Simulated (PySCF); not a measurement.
A GIAO shielding run with PySCF (density fitting, non-relativistic, gas phase) on Pivaloyl Chloride (SMILES C(C(C)(C)C)(=O)Cl):

```
$ OMP_NUM_THREADS=1 python probes_run.py task.json out

{"job": {"kind": "nmr", "xc": "PBE0", "basis": "6-311+G(2d,p)", "pop": true}, "charge": 0, "multiplicity": 1}
C      0.087043     1.398329    -0.641729
C     -0.062068     0.032942     0.028726
C     -0.132168    -1.075923    -1.028200
C      1.107007    -0.220143     0.986897
C     -1.369602     0.046331     0.811081
O     -2.159330     0.924176     0.864631
Cl    -1.685508    -1.481791     1.715809
H      0.128245     2.205633     0.103520
H      1.016663     1.420352    -1.229523
H     -0.756238     1.607367    -1.314940
H      0.801450    -1.079680    -1.610781
H     -0.967775    -0.910009    -1.725107
H     -0.257190    -2.063906    -0.564336
H      1.157236     0.551471     1.770137
H      1.023891    -1.201987     1.472271
H      2.049742    -0.190268     0.419718
```

Hardware: 1 thread of an Arm Neoverse V1, shared host. The job also computes population analyses, field gradients.

(1) How large is the calculation?

(2) How long does it take, and how much memory does it need?

(3) And these other runs on the same molecule and hardware: GIAO shielding at PBE0/6-31G; GIAO shielding at PBE0/6-31G*; GIAO shielding at PBE0/STO-3G; GIAO shielding at WP04/pcSseg-1; GIAO shielding at mPW1PW91/pcSseg-1?

Answers

(1) 64 electrons, 251 basis functions and 843 auxiliary functions.

(2) 36 s of wall time, with 14 SCF cycles and 5 response iterations; peak memory 1.4 GiB. Times on a shared host scatter by some tens of per cent.

(3) PBE0/6-31G: 85 functions, 9.1 s; PBE0/6-31G*: 120 functions, 13 s; PBE0/STO-3G: 48 functions, 4.5 s; WP04/pcSseg-1: 171 functions, 18 s; mPW1PW91/pcSseg-1: 171 functions, 18 s.
